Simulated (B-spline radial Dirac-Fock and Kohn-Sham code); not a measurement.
Auger parameter of cerium: the L3 level and its strongest L3-MM line

Model: Dirac-Fock ΔSCF + Breit + QED. Program: a B-spline atomic structure program. The modified Auger parameter α′ is the binding energy plus the kinetic energy of the Auger electron; it does not depend on the energy zero. For free ions it tends to fall with charge, since less charge screens the final holes.

```csv
species,configuration,binding 2p3/2 (eV),Auger line,kinetic (eV),α′ (eV)
Ce,[Xe] 4f1 5d1 6s2,5733.6,M4M5 J=4,3865.9,9599.5
Ce,[Xe] 5d1 6s2 6p1,5746.5,M4M5 J=4,3848.4,9594.9
Ce,[Xe] 4f2 6s2,5725.6,M4M5 J=4,3878.0,9603.6
Ce,[Xe] 4f1 6s2 6p1,5737.3,M4M5 J=4,3861.7,9599.0
Ce,[Xe] 4f1 5d1 6s1 6p1,5734.7,M4M5 J=4,3864.9,9599.6
Ce,[Xe] 4f3 5d1,5716.3,M4M5 J=4,3894.3,9610.6
Ce⁺,[Xe] 4f1 5d2,5737.4,M4M5 J=4,3861.4,9598.8
Ce⁺,[Xe] 4f2 5d1,5729.5,M4M5 J=4,3873.5,9603.0
Ce⁺ (Watson 2 Å),[Xe] 4f1 5d2,5730.7,M4M5 J=4,3868.5,9599.3
Ce⁺ (Watson 2.4 Å),[Xe] 4f1 5d2,5731.6,M4M5 J=4,3867.4,9599.0
Ce²⁺,[Xe] 4f2,5739.3,M4M5 J=4,3861.9,9601.2
Ce²⁺ (Watson 1.6 Å),[Xe] 4f2,5721.7,M4M5 J=4,3879.8,9601.5
Ce³⁺,[Xe] 4f1,5759.3,M4M5 J=4,3836.5,9595.8
Ce³⁺,[Xe] 6s1,5772.5,M4M5 J=4,3818.9,9591.4
Ce³⁺,[Xe] 6p1,5773.4,M4M5 J=4,3818.0,9591.4
Ce³⁺ (Watson 1.8 Å),[Xe] 4f1,5735.4,M4M5 J=4,3860.5,9595.8
Ce³⁺ (Watson 2.2 Å),[Xe] 4f1,5739.6,M4M5 J=4,3856.2,9595.8
Ce⁴⁺,[Kr] 4d10 5s2 5p6,5781.9,M4M5 J=4,3808.7,9590.6
Ce⁴⁺ (Watson 2.4 Å),[Kr] 4d10 5s2 5p6,5757.9,M4M5 J=4,3832.7,9590.6
Ce⁴⁺ (Watson 2.7 Å),[Kr] 4d10 5s2 5p6,5760.6,M4M5 J=4,3830.0,9590.6
Ce⁵⁺,[Kr] 4d10 5s2 5p5,5798.8,M4M5 J=4,3791.2,9590.0
Ce⁶⁺,[Kr] 4d10 5s2 5p4,5816.4,M4M5 J=4,3773.0,9589.4
Ce⁷⁺,[Kr] 4d10 5s2 5p3,5834.9,M4M5 J=4,3754.2,9589.1
Ce⁸⁺,[Kr] 4d10 5s2 5p2,5854.2,M4M5 J=4,3734.7,9588.8
```

Values without a named source are computed, but for edge energies of neutral atoms, which are taken from tables.
